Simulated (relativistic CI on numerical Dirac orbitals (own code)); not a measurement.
## Ligand-field terms of d7

Computed with a parametric ligand-field model of a d^n configuration (Racah B and C, spin-orbit zeta, crystal field), exact diagonalisation.

Field parameters in Wybourne normalisation: Oh B⁴₀ = 21Dq, B⁴₄ = √(5/14) B⁴₀; Td as Oh with Dq negative (B⁴₀ = 21Dq, B⁴₄ = √(5/14) B⁴₀). The field is a parameter set, without covalency.

Ground term and bands for B = 880, C = 4160, ζ = 0 cm⁻¹, Oh, 10Dq = 29750 cm⁻¹?

Ground term 2E with 1.03 electrons in the two orbitals of the cubic e set. Spin-allowed: 2T1 26809 cm⁻¹ (373 nm), 2T2 27769 cm⁻¹ (360 nm), 2T1 32806 cm⁻¹ (305 nm), 2T2 46729 cm⁻¹ (214 nm). Lowest spin-forbidden: 4T1 10201 cm⁻¹ (980 nm), 4T2 38037 cm⁻¹ (263 nm), 4T1 49323 cm⁻¹ (203 nm).

Ground term and bands for B = 480, C = 1710, ζ = 0 cm⁻¹, Oh, 10Dq = 35400 cm⁻¹?

Ground term 2E with 1.01 electrons in the two orbitals of the cubic e set. Spin-allowed: 2T1 33948 cm⁻¹ (295 nm), 2T2 34373 cm⁻¹ (291 nm), 2T1 37508 cm⁻¹ (267 nm), 2T2 45693 cm⁻¹ (219 nm). Lowest spin-forbidden: 4T1 26720 cm⁻¹ (374 nm), 4T2 60888 cm⁻¹ (164 nm), 4T1 66855 cm⁻¹ (150 nm).

Ground term and bands for B = 670, C = 2950, ζ = 0 cm⁻¹, Td, 10Dq = -11650 cm⁻¹?

Ground term 4A2 with 4.00 electrons in the two orbitals of the cubic e set. Spin-allowed: 4T2 11650 cm⁻¹ (858 nm), 4T1 17595 cm⁻¹ (568 nm), 4T1 27405 cm⁻¹ (365 nm). Lowest spin-forbidden: 2E 13608 cm⁻¹ (735 nm), 2T1 14234 cm⁻¹ (703 nm), 2T2 19734 cm⁻¹ (507 nm). With an A2 ground term the first spin-allowed band lies at |10Dq| itself.

Ground term and bands for B = 340, C = 1320, ζ = 0 cm⁻¹, Oh, 10Dq = 23500 cm⁻¹?

Ground term 2E with 1.01 electrons in the two orbitals of the cubic e set. Spin-allowed: 2T1 22395 cm⁻¹ (447 nm), 2T2 22731 cm⁻¹ (440 nm), 2T1 24904 cm⁻¹ (402 nm), 2T2 30811 cm⁻¹ (325 nm). Lowest spin-forbidden: 4T1 16941 cm⁻¹ (590 nm), 4T2 39577 cm⁻¹ (253 nm), 4T1 43813 cm⁻¹ (228 nm).

A d7 ion in Td symmetry has the ground term 4A2 and bands at 4T2 7100 cm⁻¹ (1408 nm), 4T1 11366 cm⁻¹ (880 nm), 2E 12538 cm⁻¹ (798 nm), 2T1 13046 cm⁻¹ (767 nm), 2T2 17252 cm⁻¹ (580 nm), 4T1 18484 cm⁻¹ (541 nm). Which parameters reproduce them?

B = 570, C = 2870, ζ = 0 cm⁻¹, Td, 10Dq = -7100 cm⁻¹.
